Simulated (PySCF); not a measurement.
## Electron correlation in In⁺ (indium, charge +1)

[Kr] 4d10 5s2, closed-shell 1S. All numbers are calculated (PySCF 2.14, scalar relativity by spin-free X2C-1e, in x2c-SVPall (6s5p3d, 36 functions)). Frozen: [Kr] 4d10; 2 electrons correlated.

Total MP2 correlation energy: -20.46 mhartree.

Same-spin part 0.00 and opposite-spin part -20.46 mhartree; SCS-MP2 scales them by 1/3 and 6/5 to -24.56 mhartree.

With two correlated electrons CCSD is exact within the correlated space (frozen core and kept virtual orbitals).

```json
{"level": "CCSD", "correlation energy (mhartree)": "-30.89"}
```

Diagnostics: T1 = 0.0051, D1 = 0.0073, largest double amplitude 0.100.

Cost of the coupled-cluster step: 0.05 s of wall time on 1 thread of Neoverse-V1 (shared host), for 2 correlated electrons.

Iterations:

```
CC2 = 0
CCSD nocc = 1, nmo = 13
frozen orbitals [0, 1, 2, 3, 4, 5, 6, 7, 8, 9, 10, 11, 12, 13, 14, 15, 16, 17, 18, 19, 20, 21, 22]
max_cycle = 100
direct = 0
conv_tol = 1e-08
conv_tol_normt = 1e-06
diis_space = 8
diis_start_cycle = 0
Init t2, MP2 energy = -5877.44491249833  E_corr(MP2) -0.020464611047312
Init E_corr(CCSD) = -0.0204646110473124
cycle = 1  E_corr(CCSD) = -0.0270167483121789  dE = -0.00655213726  norm(t1,t2) = 0.0444938
cycle = 2  E_corr(CCSD) = -0.029325582716694  dE = -0.0023088344  norm(t1,t2) = 0.0184989
cycle = 3  E_corr(CCSD) = -0.0309195831736414  dE = -0.00159400046  norm(t1,t2) = 0.00817026
cycle = 4  E_corr(CCSD) = -0.0308924901833981  dE = 2.70929902e-05  norm(t1,t2) = 0.000395316
cycle = 5  E_corr(CCSD) = -0.0308932000326229  dE = -7.09849225e-07  norm(t1,t2) = 4.78287e-05
cycle = 6  E_corr(CCSD) = -0.0308912652021683  dE = 1.93483045e-06  norm(t1,t2) = 7.99964e-06
cycle = 7  E_corr(CCSD) = -0.0308918105342976  dE = -5.45332129e-07  norm(t1,t2) = 2.56732e-06
cycle = 8  E_corr(CCSD) = -0.0308917826429891  dE = 2.78913084e-08  norm(t1,t2) = 1.76192e-07
cycle = 9  E_corr(CCSD) = -0.0308917795482907  dE = 3.09469846e-09  norm(t1,t2) = 3.61848e-08
CCSD converged
E(CCSD) = -5877.455339666834  E_corr = -0.03089177954829066
```
